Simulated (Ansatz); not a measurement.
`O[SiH](O)N[SiH](F)F` + `C=C[SiH3]` → `O[SiH](O)/C=C/[SiH3]` + `N[SiH](F)F`  (formal exchange of groups at the Si–N bond)

Isolated molecules relaxed with PBE0-D4/def2-TZVP in Ansatz; ΔE leaves out vibrations. CCSD(T)/CBS is the MP2 limit (def2-TZVPP, def2-QZVPP) plus CCSD(T) − MP2 in def2-TZVPP, frozen cores. This one scheme is used for every species. Functionals use def2-TZVPP. Each species was taken in one conformer, which may not be the lowest.

CCSD(T)/CBS gives +0.80 eV.

Another level gave +0.80 eV. Which?
A. r2SCAN/def2-TZVPP
B. HF/def2-TZVPP
C. PBE/def2-TZVPP
D. PBE0-D4/def2-TZVPP

A. r2SCAN 0.80, PBE0-D4 0.75, HF/def2-TZVPP 0.89, PBE 0.69 eV.

Largest T1 diagnostic among the species: 0.012.

From PBE to PBE0 (25 % exact exchange), in def2-TZVPP and without D4, ΔE moves by +0.05 eV. In def2-TZVPP, CCSD(T) changes the Hartree–Fock value by −0.08 eV (the triples alone add −0.01 eV) and MP2 by −0.08 eV.
